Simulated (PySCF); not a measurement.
# Calculated NMR parameters of FC(F)[SiH2]n1cccc1

| Quantity | Value |
| --- | --- |
| Formula | C5H7F2NSi |
| SMILES | FC(F)[SiH2]n1cccc1 |
| InChI | InChI=1S/C5H7F2NSi/c6-5(7)9-8-3-1-2-4-8/h1-5H,9H2 |
| Point group of the computed structure | C1 |
| Degrees of unsaturation | 3 |
| Carbon signals | 3 |
| Proton signals | 4 |

Structure with atom numbers: `[F:1][CH:2]([F:3])[SiH2:4][n:5]1[cH:6][cH:7][cH:8][cH:9]1` (H(Xn): hydrogen on atom n).

- GIAO PBE0/pcSseg-1 shieldings
- geometry: GFN2-xTB
- program: PySCF 2.14.0 with density-fitted response routines
- a single conformation, in vacuum, no relativistic terms, equivalent nuclei averaged

Chemical shifts δ = σref − σ; TMS for 1H, 13C, 29Si; 19F against CFCl3; NH3 for 15N, all at this level.

| carbon | δC, type | δH (multiplicity) | HMBC from (2–3 bonds) | span of the C tensor (ppm) |
| --- | --- | --- | --- | --- |
| C2 | 126.5, CH | 6.86 (m) | H(Si4) | 38 |
| C6/C9 | 127.0, CH | 6.78 (m) | H(C6)/H(C9), H(C7)/H(C8), H(Si4) | 158 |
| C7/C8 | 119.0, CH | 6.71 (m) | H(C6)/H(C9), H(C7)/H(C8) | 178 |

Other nuclei:
| atoms | nucleus | environment | δ (ppm) | σ (ppm) |
| --- | --- | --- | --- | --- |
| H(Si4) | 1H | hydrogen on a silicon bonded to C, N | 5.20 | 26.52 |
| F1/F3 | 19F | fluorine of a CF2 group | -151.8 | 322.8 |
| Si4 | 29Si | silicon bonded to C, N, 2 H | -39.3 | 388.5 |
| N5 | 15N | pyrrole-type ring nitrogen | 161.6 | 106.2 |

- Carbon types of the structure: 5 × CH, leaving 2 H on heteroatoms.
- δC 127.0: aromatic CH next to a ring nitrogen.
- δC 126.5: sp3 CH bonded to 2 F and Si; 2 electronegative neighbours deshield it.
- δC 119.0: aromatic CH.
- δH 6.86: hydrogen on an sp3 CH bonded to 2 F and Si; its carbon carries F, an electronegative neighbour.
- δH 6.71: hydrogen on an aromatic CH; ring-current deshielding.

Splittings by 19F in the carbon and heteronuclear signals aren't shown, as no couplings were computed. Shifts are as computed. Against solution values, carbons near 30 ppm lie about +3 ppm off and those near 130 ppm about +5 ppm. Of 1211 compounds with measured shifts, 218 miss one by over three times the rms of a fit or turn the order of signals round; such compounds aren't used in these exercises. Unscaled 19F shifts against computed CFCl3 carry errors that often reach 10 to 50 ppm. Experimental scales use liquid or dissolved standards, which lie at an offset from isolated NH3 (liquid NH3: subtract about 20 ppm). Unscaled 15N shifts of sp2 nitrogen come out 20 to 40 ppm too high even then. No couplings were computed; multiplicities are counted from neighbouring protons, with m where these are inequivalent, close in shift, in a saturated or five-membered ring or joined by F or P, and br s for small geminal =CH2 splittings.
